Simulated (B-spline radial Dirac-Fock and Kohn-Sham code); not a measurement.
# W⁵⁺ 4d5/2: cross section and angular parameters

System: W⁵⁺, configuration 1s2 2s2 2p6 3s2 3p6 3d10 4s2 4p6 4d10 4f14 5s2 5p6 5d1; threshold 309.9 eV (orbital energy of the model). Model: Dirac-Hartree-Slater photoionisation with a Latter tail; cross sections with all multipoles, angular parameters from the dipole term and its interference with E2. Program: an atomic code on a B-spline grid.

| hν (eV) | σ (kb) | β | γ | δ |
| --- | --- | --- | --- | --- |
| 319 | 186 | -0.380 | 0.192 | -0.007 |
| 400 | 304 | -0.703 | -0.196 | 0.159 |
| 650 | 384 | 0.596 | 0.184 | 0.051 |
| 679 | 375 | 0.664 | 0.180 | 0.043 |
| 754 | 347 | 0.807 | 0.153 | 0.027 |
| 953 | 268 | 1.039 | 0.056 | 0.008 |
| 1253.6 | 178 | 1.209 | -0.033 | 0.005 |
| 1486.9 | 132 | 1.275 | -0.048 | 0.009 |
| 1850 | 85.2 | 1.326 | -0.014 | 0.016 |
| 1920 | 78.8 | 1.332 | -0.003 | 0.018 |
| 2984.4 | 28.2 | 1.342 | 0.244 | 0.041 |
| 5900 | 4.31 | 1.204 | 0.903 | 0.105 |
| 6000 | 4.10 | 1.199 | 0.922 | 0.107 |
| 6080 | 3.94 | 1.195 | 0.936 | 0.109 |
| 7150 | 2.40 | 1.143 | 1.116 | 0.133 |
| 7880 | 1.77 | 1.110 | 1.224 | 0.149 |
| 8047.8 | ? | ? | ? | ? |
| 9251.7 | 1.06 | 1.052 | 1.404 | 0.180 |
| 12900 | 0.350 | 0.924 | 1.774 | 0.260 |

Problem. Give the values at Cu Kα (8047.8 eV).

Solution. σ = 1.66 kb, β = 1.102, γ = 1.247, δ = 0.153.

Values without a named source are computed, but for edge energies of neutral atoms, which are taken from tables.
